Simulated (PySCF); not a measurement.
Molecule: `c1(C[SiH3])cc[cH-]c1`, [C₆H₉Si]-.

Bonds (- single, = double, # triple, : aromatic): Si1-C2, C2-C3, C3-C4, C4=C5, C5-C6, C6-C7, C7=C3. Si1 carries H8, H9, H10; C2 carries H11, H12; C4 carries H13; C5 carries H14; C6 carries H15; C7 carries H16. Formal charges: C6 -1.

Total charge -1.

Frames of a GFN2-xTB Langevin trajectory at 600 K; GIAO PBE0/pcSseg-1 shieldings in PySCF 2.14, gas phase, non-relativistic; equivalent atoms averaged within each frame.

Referencing at the same level of theory: 29Si (349.16 ppm) and 13C (186.93 ppm) and 1H (31.72 ppm) against TMS. The references are static minima.

How do the shifts (ppm) fluctuate along the trajectory?

Results:


```tsv
time (fs)	Si1	C3	C5/C6	C4/C7	C2	H13/H16	H14/H15	H8/H9/H10	H11/H12
optimised geometry	-87.9	105.5	102.8	102.4	15.5	5.43	5.43	3.70	2.44
250	-113.2	123.1	109.6	108.3	21.2	6.37	5.54	4.22	3.66
425	-65.3	125.9	109.7	112.9	8.7	6.08	5.96	4.86	2.19
625	-84.0	118.0	103.5	109.7	13.3	5.51	5.81	3.71	2.22
800	-83.4	118.4	107.2	107.7	13.8	5.85	5.97	4.65	3.44
1000	-90.3	121.8	103.0	97.0	17.2	4.89	5.99	2.95	2.69
mean of frames	-87.2	121.5	106.6	107.1	14.8	5.74	5.86	4.08	2.84
standard deviation	17.2	3.3	3.2	6.0	4.7	0.57	0.19	0.77	0.68
```

5 frames give an uncertainty of the mean of about the standard deviation over 2.2 at best, since frames this close in time may not be independent; classical motion lacks zero-point vibration, and the reference would need the same averaging.
